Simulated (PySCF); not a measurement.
C₂H₇BeNO, SMILES [Be]([N](C)C)[OH].

Geometry: PBE0-D3(BJ)/def2-SVP. The structure was generated by enumeration; whether it is a known compound was not checked. One conformer was computed; it need not be the lowest.

Two levels are set side by side: PBE/def2-TZVP (PySCF) and ωB97X/def2-TZVP (PySCF). Same geometry, gas phase. Differences are taken from unrounded values.

```json
[
 {"quantity": "orbital gap (eV)", "PBE": "4.02"},
 {"quantity": "highest occupied level (eV)", "PBE": "-4.81"},
 {"quantity": "lowest empty level (eV)", "PBE": "-0.80"},
 {"quantity": "dipole moment (D)", "PBE": "1.13"},
 {"quantity": "mean polarisability (bohr³)", "PBE": "54.4"}
]
```

Question: These are the PBE values. What does ωB97X give? (Estimate from the structure and the level; the computed values follow.)

Answer: 
```
quantity                     ωB97X  PBE minus ωB97X
---------------------------  -----  ---------------
orbital gap (eV)              9.94            -5.92
highest occupied level (eV)  -8.46             3.64
lowest empty level (eV)       1.48            -2.28
dipole moment (D)             1.21            -0.08
mean polarisability (bohr³)   50.3              4.1
```

Without exact exchange PBE keeps part of each electron's self-repulsion, which lifts occupied levels and narrows the gap. PBE's more diffuse valence density responds more strongly to a field. Differences between two approximate levels are no errors against the true value.

Rough cost on one machine, each run with all the roots and properties that it gave: ωB97X against PBE within a factor of 2.
